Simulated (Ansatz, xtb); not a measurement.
## Two isomers of C5H5B

Structure X: `BC(C#C)C#C`, a singlet. Structure Y: `BCC#CC#C`, a singlet. Both are isolated molecules in the gas phase, relaxed with PBE-D3(BJ)/def2-SVP; the shapes shown needn't be the lowest conformers.

X (Å):

| atom | x (Å) | y (Å) | z (Å) |
| --- | --- | --- | --- |
| C | 0.4253 | -0.3827 | -0.1429 |
| C | -0.1548 | -1.3375 | 0.8037 |
| C | -0.6623 | -2.1235 | 1.5891 |
| C | 0.2850 | -0.7666 | -1.5491 |
| C | 0.1437 | -1.0773 | -2.7220 |
| B | 0.2055 | 1.1458 | 0.1870 |
| H | 0.3735 | 1.9666 | -0.6902 |
| H | -0.0046 | 1.4750 | 1.3354 |
| H | 1.5372 | -0.3080 | 0.0830 |
| H | -1.1095 | -2.8199 | 2.2840 |
| H | 0.0204 | -1.3533 | -3.7595 |

Y (Å):

```yaml
atoms:
  - { symbol: C, position_ang: [0.1533, -0.9984, 1.1855] }
  - { symbol: C, position_ang: [0.0141, -0.8880, -0.2529] }
  - { symbol: C, position_ang: [-0.1132, -0.7640, -1.4734] }
  - { symbol: C, position_ang: [-0.2529, -0.6339, -2.8278] }
  - { symbol: C, position_ang: [-0.3788, -0.5158, -4.0471] }
  - { symbol: B, position_ang: [0.4800, 0.2950, 2.0186] }
  - { symbol: H, position_ang: [0.8155, 1.3340, 1.4876] }
  - { symbol: H, position_ang: [0.4420, 0.2124, 3.2320] }
  - { symbol: H, position_ang: [1.0248, -1.6582, 1.4488] }
  - { symbol: H, position_ang: [-0.7069, -1.5410, 1.6433] }
  - { symbol: H, position_ang: [-0.4889, -0.4125, -5.1170] }
```

Quicker runs give these differences E(Y) − E(X): GFN2-xTB −10.0 kcal/mol; HF/STO-3G −13.6 kcal/mol (at GFN2-xTB geometries); r2SCAN-D4/def2-SVP −18.1 kcal/mol (at GFN2-xTB geometries).

**Question.** Estimate E(Y) − E(X) at the level CCSD(T)/def2-SVP + ΔMP2/def2-TZVPP.

**Answer.** Calculated at CCSD(T)/def2-SVP + ΔMP2/def2-TZVPP: E(Y) − E(X) = −10.3 kcal/mol, so structure Y lies lower.

Level by level:

```
                             level             geometry  E(Y) − E(X) (kcal/mol)  departure from the last row (kcal/mol)  job, with rough time for the two
                          GFN2-xTB             GFN2-xTB                     −10.0                                    +0.4              optimisation, 0.19 s
                         HF/STO-3G             GFN2-xTB                     −13.6                                    −3.2              single point, 0.22 s
                r2SCAN-D4/def2-SVP             GFN2-xTB                     −18.1                                    −7.8               single point, 1.7 s
               PBE-D3(BJ)/def2-SVP  PBE-D3(BJ)/def2-SVP                     −18.1                                    −7.8                optimisation, 20 s
                       HF/def2-SVP  PBE-D3(BJ)/def2-SVP                     −10.1                                    +0.2           part of the CCSD(T) run
                      MP2/def2-SVP  PBE-D3(BJ)/def2-SVP                     −12.8                                    −2.5           part of the CCSD(T) run
                  CCSD(T)/def2-SVP  PBE-D3(BJ)/def2-SVP                     −11.2                                    −0.9                      single point
CCSD(T)/def2-SVP + ΔMP2/def2-TZVPP  PBE-D3(BJ)/def2-SVP                     −10.3                                                        single point, 19 s
```

As drawn, both hold the same kinds of bond in the same numbers.

None of the levels shown reverses the order. The largest departure from CCSD(T)/def2-SVP + ΔMP2/def2-TZVPP is that of r2SCAN-D4/def2-SVP, 7.8 kcal/mol. The last row adds to CCSD(T) the change of the MP2 difference between the two basis sets, here +0.9 kcal/mol.

With harmonic frequencies from PBE-D3(BJ)/def2-SVP (ideal gas, rigid rotor, one conformer each, 298.15 K, 1 atm): on the last row, ΔE + ΔZPE = −10.0, ΔH = −9.9, ΔG = −10.2 kcal/mol.

The correlated steps freeze 6 core orbitals. Mirror images aren't counted in ΔG. Programs: Ansatz 0.2.0, xtb 6.7.1; the last row on 2 threads of Intel(R) Xeon(R) 6975P-C (Granite Rapids) on a shared host.
